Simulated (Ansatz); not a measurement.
CH8InNSi, SMILES `N[CH]([SiH3])[InH2]`. The species carries charge 0 and has multiplicity 1. Correlated methods include outer-core shells of In, which these sets cover unevenly. In: def2 effective core potential.

| atom | x (Å) | y (Å) | z (Å) |
| --- | --- | --- | --- |
| N1 | 1.198 | -1.180 | 0.387 |
| C2 | 0.249 | -0.373 | -0.381 |
| Si3 | 0.740 | 1.430 | -0.354 |
| In4 | -1.876 | -0.570 | 0.162 |
| H5 | 1.237 | -0.880 | 1.352 |
| H6 | 0.941 | -2.159 | 0.401 |
| H7 | 0.303 | -0.669 | -1.436 |
| H8 | 2.121 | 1.672 | -0.855 |
| H9 | 0.671 | 1.943 | 1.047 |
| H10 | -0.230 | 2.209 | -1.174 |
| H11 | -3.197 | -0.005 | -0.801 |
| H12 | -2.158 | -1.418 | 1.652 |

**Question.** Give the diagnostics of a CCSD(T)/def2-TZVPP run (frozen core, Ansatz 0.2.0). (An estimate is asked.)

**Answer.** Ansatz gave: T1 = 0.0132, largest single amplitude 0.020, largest double 0.022, (T) share of the correlation energy 3.4 %, 10 CCSD cycles. The RHF solution is stable towards an unrestricted one. T1 lies under the customary mark of 0.02 for closed shells.
